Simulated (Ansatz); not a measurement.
Consider the cleavage of the Ga–Ge bond: `[CH3][GaH][GeH2][C]#N` + ethylmethylamine → `CC[N](C)[GaH][CH3]` + `N#[C][GeH3]`.

Gas-phase electronic energies from Ansatz, PBE0-D4/def2-TZVP geometries. CBS: MP2 limit from def2 TZ/QZ plus the TZ coupled-cluster correction, frozen cores. Functionals use def2-TZVPP. B3LYP here is the variant with VWN-RPA as its local correlation; programs differ in this. For Ga, Ge outer-core shells are correlated without core-valence functions, which leaves a few kJ/mol of doubt a bond. Scalar relativity is left out up to krypton. Each species was taken in one conformer, which may not be the lowest.

`[CH3][GaH][GeH2][C]#N`:

```xyz
11

C     1.110    1.610    0.486
Ga    0.967    0.162   -0.825
Ge   -0.864   -1.469   -0.608
C    -1.870   -0.982    0.971
N    -2.406   -0.618    1.925
H     0.379    1.508    1.288
H     0.952    2.569   -0.015
H     2.116    1.632    0.914
H     1.958   -0.022   -2.031
H    -1.902   -1.465   -1.744
H    -0.439   -2.926   -0.362
```

`CCNC`:

Z-matrix (Å, degrees):
```
C
C 1 1.514
H 1 1.092 2 110.6
H 1 1.092 2 111.0 3 120.6
H 1 1.094 2 111.0 3 -119.8
N 2 1.447 1 111.2 3 57.6
H 2 1.096 1 109.7 3 -61.5
H 2 1.106 1 109.7 3 -177.6
C 6 1.445 2 113.2 1 177.3
H 6 1.013 2 109.3 1 54.5
H 9 1.104 6 114.0 2 -54.9
H 9 1.094 6 109.5 2 65.4
H 9 1.092 6 109.9 2 -176.7
```

`CC[N](C)[GaH][CH3]`:

```xyz
18

C    -0.156    0.685   -2.022
C    -0.757   -0.090   -0.857
N     0.216   -0.682    0.032
C     0.931   -1.799   -0.530
Ga    0.511   -0.062    1.726
C    -0.564    1.467    2.330
H    -0.944    1.113   -2.647
H     0.474    1.500   -1.656
H     0.458    0.045   -2.660
H    -1.397    0.584   -0.279
H    -1.418   -0.876   -1.255
H     1.551   -1.519   -1.392
H     0.241   -2.587   -0.869
H     1.595   -2.238    0.218
H     1.605   -0.847    2.527
H    -0.462    2.308    1.641
H    -1.623    1.199    2.368
H    -0.262    1.799    3.325
```

`N#[C][GeH3]`:

```xyz
6

N     0.973   -1.109   -1.973
C     0.518   -0.591   -1.051
Ge   -0.241    0.275    0.490
H    -1.752    0.052    0.424
H     0.122    1.756    0.390
H     0.380   -0.383    1.721
```

Question: Is it downhill or uphill in electronic energy at CCSD(T)/CBS, and by how much? (An estimate is asked.)

Answer: Ansatz gave: Downhill: ΔE = -2.6 kcal/mol.

Question: What do these levels give: r2SCAN-D4, PBE0-D4, B3LYP-D4, ωB97M-V, r2SCAN, MP2/def2-TZVPP, SCS-MP2/def2-TZVPP, CCSD/def2-TZVPP, HF/def2-QZVPP, HF/CBS(def2), MP2/CBS(def2), CCSD/CBS(def2)? (An estimate is asked.)

Answer: The calculation gave: r2SCAN-D4 -0.9, PBE0-D4 1.0, B3LYP-D4 -0.8, ωB97M-V -0.6, r2SCAN -0.5, MP2/def2-TZVPP -4.0, SCS-MP2/def2-TZVPP -3.6, CCSD/def2-TZVPP -2.0, HF/def2-QZVPP 1.4, HF/CBS(def2) 1.4, MP2/CBS(def2) -3.7, CCSD/CBS(def2) -1.7 kcal/mol.

Largest T1 diagnostic among the species: 0.013.

In def2-TZVPP, CCSD(T) changes the Hartree–Fock value by −4.7 kcal/mol (the triples alone add −1.0 kcal/mol) and MP2 by −5.7 kcal/mol. The D4 term adds −2.1 kcal/mol with B3LYP and −1.2 kcal/mol with PBE0; it sums over pairs of atoms, weighted by their polarisabilities, and B3LYP, whose exchange is more repulsive, gets the larger term.
